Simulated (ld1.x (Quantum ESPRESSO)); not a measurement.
BLYP RRKJ dataset for Fe, scalar-relativistic all-electron reference.

iron (Fe), norm-conserving RRKJ (Kleinman–Bylander form), made with ld1.x (Quantum ESPRESSO) 7.5 (BLYP, scalar-relativistic). Core [Ne] 3s2, reference 3p6 3d6 4s2 4p0. Waves: 4s (bound): rc 1.65 bohr; 3p (bound): rc 0.90 bohr; 3d (bound): rc 1.20 bohr. Local part: the d channel. Core correction: a·sin(br)/r model core inside 0.80 bohr.

All-electron outer shells of the reference configuration (BLYP, scalar-relativistic, ld1.x):

```json
{"shell": "2p", "level (eV)": "-698.73", "outermost node (bohr)": "–", "outermost maximum (bohr)": "0.18"}
{"shell": "3s", "level (eV)": "-93.73", "outermost node (bohr)": "0.33", "outermost maximum (bohr)": "0.70"}
{"shell": "3p", "level (eV)": "-59.84", "outermost node (bohr)": "0.30", "outermost maximum (bohr)": "0.72"}
{"shell": "3d", "level (eV)": "-7.40", "outermost node (bohr)": "–", "outermost maximum (bohr)": "0.71"}
{"shell": "4s", "level (eV)": "-5.22", "outermost node (bohr)": "1.00", "outermost maximum (bohr)": "2.38"}
{"shell": "4p", "level (eV)": "-1.27", "outermost node (bohr)": "1.10", "outermost maximum (bohr)": "3.38"}
```

Does this generation succeed?

No. ld1.x (Quantum ESPRESSO) 7.5 stopped with "compute_chi: n is too large": the Bessel-function wave could not be built (negative determinant in compute_phi), and the routine for χ then failed on it.
